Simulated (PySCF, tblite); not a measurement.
Species: C₄H₁₀BFO₂.
Structure used (GFN2-xTB), in Å, numbered top down from 1:
```
atom  x, y, z in Å
B1    -0.7764   -1.4417   -0.4000
O2    -1.0261    0.2118   -0.1949
C3    -2.1730    0.5073    0.5973
C4     0.1090    0.9012    0.1962
F5     0.4489    0.5824    1.4891
C6     1.2837    0.6121   -0.7807
C7     2.4356   -0.1210   -0.1784
O8     1.2383    1.0704   -1.8882
H9    -1.8170   -1.8219   -0.8107
H10    0.0966   -1.4618   -1.2026
H11   -0.4769   -1.8729    0.6640
H12   -2.0330    0.1782    1.6296
H13   -2.3702    1.5819    0.5686
H14   -3.0008   -0.0390    0.1529
H15   -0.0937    1.9885    0.2011
H16    2.9044    0.5210    0.5676
H17    3.1568   -0.3732   -0.9502
H18    2.0852   -1.0169    0.3276
```

Jobs on this species (18 atoms, 64 electrons) with PySCF (density fitting) and tblite. Hardware of each: one thread, Arm Neoverse V1 (aarch64), on a shared host. Other jobs ran on the host; a repeat could differ by tens of per cent or more.

```csv
level and settings,work,basis functions,SCF cycles,wall time
GFN2-xTB,L-BFGS relaxation,–,–,?
GFN2-xTB,Hessian by finite differences,–,–,0.54 s
PBE0/pcSseg-1,"shieldings, charges and field gradients, density and orbital grids written",186,?,?
PBE0/def2-SVPD,"8 singlets by full TDDFT, 3 Tamm–Dancoff triplets, polarisability, density and orbital grids written",249,14,72 s
```

Fill in the missing figures.

- GFN2-xTB; L-BFGS relaxation: 1.1 s
- PBE0/pcSseg-1; shieldings, charges and field gradients, density and orbital grids written: 38 s, 14 SCF cycles

What do all jobs in the table cost together?

About 1.9 min; the longest takes about 64 % of that, and about 130 times as long as the shortest.
